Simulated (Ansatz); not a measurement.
Reaction (ligand exchange at the Si–C bond): `C[SiH](F)F` + `CN[SiH2]O` → `CN([SiH2]O)[SiH](F)F` + CH₄

Computed with Ansatz on PBE0-D4/def2-TZVP structures; ΔE is electronic, products minus reactants. CCSD(T)/CBS is the MP2 limit (def2-TZVPP, def2-QZVPP) plus CCSD(T) − MP2 in def2-TZVPP, frozen cores. This one scheme is used for every species. Functionals use def2-TZVPP. Each species was taken in one conformer, which may not be the lowest.

(1) Is it downhill or uphill in electronic energy at CCSD(T)/CBS, and by how much? (Estimate.)

(2) What do these levels give: r2SCAN-D4, PBE0-D4, PBE, PBE0, MP2/def2-QZVPP, HF/CBS(def2)? (An estimate is asked.)

Largest T1 diagnostic among the species: 0.012.

Results:

(1) Ansatz gave: Downhill: ΔE = -79.3 kJ/mol.

(2) The calculation gave: r2SCAN-D4 -77.1, PBE0-D4 -72.9, PBE -63.7, PBE0 -66.8, MP2/def2-QZVPP -82.1, HF/CBS(def2) -76.0 kJ/mol.

From PBE to PBE0 (25 % exact exchange), in def2-TZVPP and without D4, ΔE moves by −3.1 kJ/mol. In def2-TZVPP, CCSD(T) changes the Hartree–Fock value by −5.2 kJ/mol (the triples alone add −1.6 kJ/mol) and MP2 by −7.3 kJ/mol. The D4 term adds −10.6 kJ/mol with B3LYP and −6.1 kJ/mol with PBE0; it sums over pairs of atoms, weighted by their polarisabilities, and B3LYP, whose exchange is more repulsive, gets the larger term.

B3LYP here is the variant with VWN-RPA as its local correlation; programs differ in this.
